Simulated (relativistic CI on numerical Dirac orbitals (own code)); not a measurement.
**Slater and spin-orbit integrals, Ne3+**

These numbers are calculated, not measured: Dirac-Coulomb-Breit CI, separate exchange-only KLI orbitals for each configuration, model QED, valence Slater integrals scaled by 0.85, P86 correlation energy added to each configuration (own radial code, finite nucleus).

Slater integrals F^k, G^k are unscaled and averaged over j, outside the closed core 1s2; ζ comes from projecting the Hamiltonian with its Breit term on Σ l·s of the shell.

- 2s²2p³: F^2(2p,2p) = 123900, ζ(2p) = 678.23 cm⁻¹; <r>(2p) = 0.7519, <r^2>(2p) = 0.7019 (bohr units).
- 2s2p⁴: F^2(2p,2p) = 122950, G^1(2s,2p) = 154340, ζ(2p) = 663.03 cm⁻¹; <r>(2s) = 0.7968, <r^2>(2s) = 0.7529, <r>(2p) = 0.7573, <r^2>(2p) = 0.7125 (bohr units).
- 2p⁵: ζ(2p) = 651.39 cm⁻¹; <r>(2p) = 0.7657, <r^2>(2p) = 0.7299 (bohr units).

In this model ζ of a weakly bound d, f or g electron outside closed shells comes out too small, for d by up to a factor of two or three and at times with the wrong sign; that of an outer p electron is too small as well.

For a near-neutral ion this model can misplace configurations by up to about 10,000 cm⁻¹ (more where the count of f electrons changes) and terms by 10 to 25 % of their spread. Rates follow the energies as ν³ (E1, M1) or ν⁵ (E2), so they and the lifetimes can be off by large factors. The fine structure of a lone outer electron comes out too small, for d and f at times inverted, and misplaced configurations move strength between like terms. 24 of the 27 excited levels that our extract of the measured tables holds in this range could be paired (the sources list more); they are missed by 3910 cm⁻¹ on average and 8537 at most, and levels without a partner can miss by more. Some levels of the ground configuration have no partner and can miss by 10 % or more.

Averages of the first 10 configurations, taken without configuration mixing, which lowers the lowest level and can move excited configurations by several eV; other configurations of the list can lie among them:

| Configuration | Parity | States | Average energy above the lowest level (eV) |
| --- | --- | --- | --- |
| 2s²2p³ | odd | 20 | 4.8 |
| 2s2p⁴ | even | 30 | 30.6 |
| 2p⁵ | odd | 6 | 61.8 |
| 2s²2p²3s | even | 30 | 61.9 |
| 2s²2p²3p | odd | 90 | 67.6 |
| 2s²2p²3d | even | 150 | 73.7 |
| 2s²2p²4s | even | 30 | 80.6 |
| 2p⁴3s | even | 30 | 113.9 |
| 2s²2p²4p | odd | 90 | 82.7 |
| 2s2p³3s | odd | 80 | 85.0 |
